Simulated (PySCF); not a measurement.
# Checking a proposed structure

A compound C₅H₁₂Si₃ gives the data below (simulated from a calculation) and was assigned the structure `C#C[Si@H](C=C)C([SiH3])[SiH3]`.

$^{13}$C{$^{1}$H} NMR (computed): δ 145.8 (CH2), 139.6 (CH), 88.1 (C), 71.9 (CH), -11.8 (C).

$^{1}$H NMR (400 MHz, computed): δ 6.54 (m, 1H), 6.45 (m, 1H), 6.23 (m, 1H), 4.66 (d, 2H), 4.16 (s, 6H), 1.43 (s, 1H).

Computed data (PySCF 2.14): shielding tensors at PBE0/pcSseg-1 (GIAO), geometry from GFN2-xTB. No solvent model, one conformer, non-relativistic Hamiltonian, fast rotation and ring inversion assumed for equivalent nuclei.

Shifts are taken against calculated references (same method and geometry level): $^{1}$H (σref 31.72), $^{13}$C (σref 186.93) vs TMS.

**Question.** Compare with the shifts computed for the proposed structure, pairing carbons in order of shift.

**Answer.** Atoms are numbered as in `[CH:1]#[C:2][Si@H:3]([CH:4]=[CH2:5])[CH:6]([SiH3:7])[SiH3:8]`; H(Xn) means a hydrogen on atom n.

```json
{"atom": "C5", "computed for proposal": "146.5", "given list": "145.8", "difference": "+0.7"}
{"atom": "C4", "computed for proposal": "137.0", "given list": "139.6", "difference": "-2.6"}
{"atom": "C1", "computed for proposal": "105.9", "given list": "88.1", "difference": "+17.8"}
{"atom": "C2", "computed for proposal": "87.8", "given list": "71.9", "difference": "+15.9"}
{"atom": "C6", "computed for proposal": "-14.5", "given list": "-11.8", "difference": "-2.7"}
```

The rms difference is 10.8 ppm and the largest +17.8 ppm at C1 (terminal alkyne carbon). The carbon types in order of shift don't match either: CH2, CH, CH, C, CH for the proposal against CH2, CH, C, CH, C in the data. The proposal doesn't fit.

**Question.** Which isomer fits?

**Answer.** SMILES C#CC([SiH3])([SiH3])[SiH2]C=C.

1. Carbon types of the structure: 2 × C, 2 × CH, 1 × CH2, leaving 8 H on heteroatoms.
2. δC 145.8: terminal =CH2 carbon; as expected for a trigonal carbon in a double bond.
3. δC 139.6: alkene CH; the olefinic region.
4. δC 88.1: alkyne carbon; the triple bond shields along its axis, which puts it between sp3 and sp2 carbons.
5. δC 71.9: terminal alkyne carbon; the triple bond shields along its axis, which puts it between sp3 and sp2 carbons.

Other isomers checked: C#C[Si@@](C)([SiH3])[SiH2]C=C (rms 13.1 ppm); C#C[Si]([SiH3])([SiH3])C(=C)C (rms 21.6 ppm).

The data come from this structure; uniqueness wasn't tested.

Shifts are as computed. Against solution values, carbons near 30 ppm lie about +3 ppm off and those near 130 ppm about +5 ppm. Of 1309 compounds with measured shifts, 239 miss one by over three times the rms of a fit or turn the order of signals round; such compounds aren't used in these exercises. No couplings were computed; multiplicities are counted from neighbouring protons, with m where these are inequivalent, close in shift, in a saturated or five-membered ring or joined by F or P, and br s for small geminal =CH2 splittings.
